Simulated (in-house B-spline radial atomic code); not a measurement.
## Ce⁺: [Kr] 4d10 4f1 5s2 (5p1/2)2 (5p3/2)3 5d1 6s2 (with a hole in an inner shell)

All numbers are computed (Dirac-Hartree-Fock, average of the jj configuration; Fermi nucleus of rms radius 4.8771 fm) with a radial B-spline atomic code at the basis-set limit, not measured.

Effective charges: Z_r = [3n² - l(l+1)]/(2<r>) from the radius, Z_e = n√(-2ε) from the energy, and Slater's rules. Values are occupation-weighted means over j. An effective charge above Z reflects the relativistic contraction of the inner shells.

```
shell  electrons   ε (eV)  <r> (bohr)    Z_r    Z_e  Slater
   1s          2   -40690     0.02457  61.05  54.69   57.70
   2s          2  -6632.8      0.1046  57.35  44.16   53.85
   2p          6  -5947.6     0.09215  54.26  41.82   53.85
   3s          2  -1483.7      0.2771  48.72  31.33   46.75
   3p          6  -1259.1      0.2752  45.42  28.86   46.75
   3d         10  -933.69      0.2529  41.52  24.85   36.85
   4s          2  -329.17      0.6367  37.69  19.67   30.25
   4p          6  -252.64       0.674  34.12  17.24   30.25
   4d         10  -137.95      0.7445  28.21  12.74   18.85
   5s          2  -60.435       1.512  24.80  10.54   11.75
   5p          5  -39.419       1.723  21.18   8.51   11.75
   4f          1  -25.436       1.012  17.79   5.47   12.00
   5d          1  -14.618       2.501  13.80   5.18    4.00
   6s          2   -11.19       3.938  13.71   5.44    3.85
```

The least bound orbital is 6s1/2 at -11.19 eV, and it is also the most diffuse (<r> = 3.938 bohr). The part-filled 5p shell lies below the filled 6s shell in orbital energy.

For the 1s electron the small component carries 4.61 % of the norm, the zero-frequency Breit interaction raises the level by 109.6 eV, self-energy by 63.98 eV, and vacuum polarisation lowers it by 9.53 eV.
